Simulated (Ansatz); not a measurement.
Cd7H20S7⁺. The state is a doublet with charge 1. Geometry r2SCAN-D4/def2-SVP.

```csv
atom,x (Å),y (Å),z (Å)
Cd1,2.333,-0.405,0.848
Cd2,-0.385,2.223,-0.904
Cd3,1.188,-1.344,3.792
Cd4,1.806,0.226,-3.729
Cd5,0.621,-2.566,-2.806
Cd6,-2.303,-1.201,-0.173
Cd7,0.069,-3.625,1.918
S8,-0.486,3.608,-3.303
S9,2.087,1.272,-1.102
S10,1.508,-2.648,-0.282
S11,-1.724,2.249,3.558
S12,-3.792,1.184,0.157
S13,-0.355,-0.544,1.467
S14,-0.821,-0.114,-2.167
H15,2.660,-0.618,2.630
H16,4.140,-0.298,0.960
H17,-1.173,2.972,0.387
H18,0.847,-0.325,5.079
H19,1.628,1.616,-4.659
H20,2.115,-1.462,-3.320
H21,-0.360,-3.696,-3.556
H22,-3.298,-2.540,-0.353
H23,1.340,-3.035,3.090
H24,-1.265,-4.531,1.500
H25,0.386,4.605,-3.024
H26,0.451,2.859,-3.964
H27,3.035,2.208,-0.869
H28,2.614,-3.419,-0.403
H29,-0.592,2.976,3.444
H30,-1.337,1.677,4.720
H31,-3.412,1.580,1.394
H32,-4.914,0.569,0.602
H33,-0.854,0.509,2.202
H34,-1.758,0.036,-3.133
```

In the def2 sets Cd takes a core potential; there is no spin–orbit coupling. Single mean-field runs in def2-TZVP are fitted with def2-universal-jkfit. In the doublet geometry the species has come apart into loosely held pieces.

(1) Estimate the α-spin orbital energies around the gap (eV) in Ansatz with PBE-D4/def2-TZVP, PBE0-D4/def2-TZVP.

Results:

(1) 
```csv
orbital,PBE-D4/def2-TZVP,PBE0-D4/def2-TZVP
HOMO−5,-9.42,-10.55
HOMO−4,-9.36,-10.48
HOMO−3,-9.34,-10.46
HOMO−2,-9.26,-10.33
HOMO−1,-9.15,-10.23
HOMO,-8.52,-9.78
LUMO,-4.99,-4.18
LUMO+1,-4.91,-4.12
LUMO+2,-4.78,-4.03
LUMO+3,-4.51,-3.71
LUMO+4,-4.40,-3.61
LUMO+5,-4.28,-3.42
β HOMO,-9.11,-10.16
β LUMO,-7.59,-7.03
```
